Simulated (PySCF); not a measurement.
**Ionisation energy of Yb⁵⁵⁺ by level of theory**

Yb⁵⁵⁺ [Ne] 3s2 3p3 [3p1/2^2 3p3/2^1, M_J = 3/2] → Yb⁵⁶⁺ [Ne] 3s2 3p2 [3p1/2^2, M_J = 0], as a difference of total energies. Computed with PySCF 2.14 in an uncontracted even-tempered set (18 s from 16 bohr⁻², ratio 2.4; 14 p from 21 bohr⁻², ratio 2.4; 4 d from 72 bohr⁻², ratio 2.6; 4 f from 110 bohr⁻², ratio 2.6), with the two-component X2C-1e Hamiltonian. Correlated levels: 1s2 frozen; the 54 highest virtual spinors dropped. "Screened" scales the spin-orbit matrix elements by Boettger's factors to mimic the two-electron term; Breit and QED terms are absent.

| method | ionisation energy (eV) |
| --- | --- |
| GHF (spin-free) | 5440.5 |
| GMP2 (spin-free) | 5441.0 |
| GHF (screened spin-orbit) | 5342.5 |
| GMP2 (screened spin-orbit) | 5343.0 |

Breit and QED terms and the two-electron picture change are absent.

The spin-free rows relax to the high-spin LS determinant and lack the spin-orbit shift.

The labels give the starting determinants; with spin-orbit coupling the two ends relaxed to ⟨J²⟩ = 3.75, ⟨L²⟩ = 2.56, ⟨S²⟩ = 1.50 and ⟨J²⟩ = 0.00, ⟨L²⟩ = 1.35, ⟨S²⟩ = 1.35.

For comparison: 5339 ± 5 eV (theoretical estimate listed by NIST; NIST Atomic Spectra Database, ionization energies).
